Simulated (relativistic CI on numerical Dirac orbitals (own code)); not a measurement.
**What each ingredient does to the levels of W XXXIV**

Base calculation: Dirac-Coulomb-Breit CI, separate exchange-only KLI orbitals for each configuration, QED by a radiative potential, unscaled Slater integrals.

Configuration list (outside the closed core [Ar] 3d10): 4s²4p⁶4d⁵, 4s²4p⁵4d⁶, 4s²4p⁶4d⁴4f, 4s4p⁶4d⁵4f, 4p⁶4d⁷, 4p⁵4d⁸, 4s²4p⁶4d³5s², 4s²4p⁶4d²4f5s², 4s4p⁶4d³4f5s². Double excitations out of closed p, d and f shells are left out; levels of such configurations are missing from the list, as are those of other unlisted configurations, and high levels can miss mixing partners.

The lowest level and the first level of each name with at least 55 % of one term (blank where a level has no safe partner in the second run):

| Level | Base (cm⁻¹) | Shift (cm⁻¹) |
| --- | --- | --- |
| 4s²4p⁶4d⁵ ⁴P5/2 | 0 | 0 |
| 4s²4p⁶4d⁵ ²D3/2 | 233153 | -7 |
| 4s²4p⁶4d⁵ ⁴D1/2 | 286180 | +23 |
| 4s²4p⁶4d⁵ ²I13/2 | 289779 | +22 |
| 4s²4p⁶4d⁵ ²G7/2 | 325564 | +11 |
| 4s²4p⁶4d⁵ ⁴F5/2 | 328092 | +9 |
| 4s²4p⁶4d⁵ ²G9/2 | 378147 | -1 |
| 4s²4p⁶4d⁵ ²P3/2 | 429145 | -19 |
| 4s²4p⁶4d⁵ ²P1/2 | 522415 | 0 |
| 4s²4p⁵4d⁶ ⁶F°9/2 | 1494694 | -229 |
| 4s²4p⁵4d⁶ ⁴H°13/2 | 1521240 | -235 |
| 4s²4p⁵4d⁶ ⁴I°15/2 | 1559001 | -230 |

At this charge energies of transitions that change n are usually good to better than 1 %, and those within a shell (Δn = 0) to a few per cent. Terms inside the open d or f shell come out 10 to 20 % too wide with unscaled integrals.

(1) One thing was changed in a second run, which moved the levels as shown. Which?
A. Breit term removed
B. configuration mixing switched off
C. QED terms removed
D. one mean potential for all configurations

Answers

(1) D. One mean potential for all configurations. One potential for all configurations removes the relaxation of the orbitals, which moves whole configurations and changes the integrals a little.

LS names give the leading component of a level, which can be under half, so a name can repeat, a term be missing and a line seem to break the LS rules.
